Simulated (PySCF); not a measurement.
C₄H₁₀O₂S.
Numbering: `[CH3:1][CH2:2][S:3](=[O:4])(=[O:5])[CH2:6][CH3:7]` (hydrogens: H8, H9, H10 on C1; H11, H12 on C2; H13, H14 on C6; H15, H16, H17 on C7)

Level of theory: core-valence-separated Tamm–Dancoff BHandHLYP/aug-pcX-1 (pcseg-1 on H, def2-SVPD on S) in PySCF, non-relativistic, gas phase, PBE0-D3(BJ)/def2-SVP geometry. BHandHLYP without relativity tends to put these K edges a few eV too low, so spacings mean more than positions.

Give energies, oscillator strengths and core holes at the C K edge.

```
E (eV)       f  core hole on          main final orbital
285.64  0.0168         C1/C7    LUMO (2 roots, f summed)
286.15  0.1003         C2/C6  spread (2 roots, f summed)
286.56  0.0227         C1/C7  LUMO+2 (2 roots, f summed)
286.57  0.0411         C2/C6    LUMO (2 roots, f summed)
286.75  0.0442         C1/C7  LUMO+3 (2 roots, f summed)
286.83  0.0436         C1/C7  spread (2 roots, f summed)
286.95  0.0721         C2/C6  LUMO+3 (2 roots, f summed)
287.39  0.0259         C1/C7  LUMO+1 (2 roots, f summed)
287.62  0.0228         C1/C7  LUMO+3 (2 roots, f summed)
```

The first line with a tenth or more of the strongest one's intensity is at 285.64 eV (f = 0.017, sum of 2), with the hole on C1/C7 (methyl carbon). The strongest listed is at 286.15 eV (f = 0.100, sum of 2; C2/C6).

What does the O 1s absorption edge look like?

```tsv
E (eV)	f	core hole on	main final orbital
532.06	0.0637	O4/O5	spread (2 roots, f summed)
533.40	0.0924	O4/O5	spread (4 roots, f summed)
533.53	0.0195	O4/O5	LUMO (2 roots, f summed)
534.03	0.0043	O4/O5	LUMO+2 (2 roots, f summed)
```

The first line with a tenth or more of the strongest one's intensity is at 532.06 eV (f = 0.064, sum of 2), with the hole on O4/O5 (sulfonyl oxygen). The strongest listed is at 533.40 eV (f = 0.092, sum of 4; O4/O5).

Roots within 0.03 eV whose holes lie on the same, on equivalent or on shared atoms are summed into one line, and the highest roots are left out, as the search may have cut off their partners. Final orbitals are the ground state's empty Kohn–Sham orbitals.

What are the wavelength and the wavenumber of the 287.39 eV line?

λ = 12398.42 eV Å/287.39 eV = 43.141 Å; 2.3180 × 10⁶ cm⁻¹.

Only the lowest roots of each edge were sought.

The values belong to the conformer `[CH3:1][CH2:2][S:3](=[O:4])(=[O:5])[CH2:6][CH3:7]`: C1–C2–S3–O4 -65°, C2–S3–C6–C7 180°.
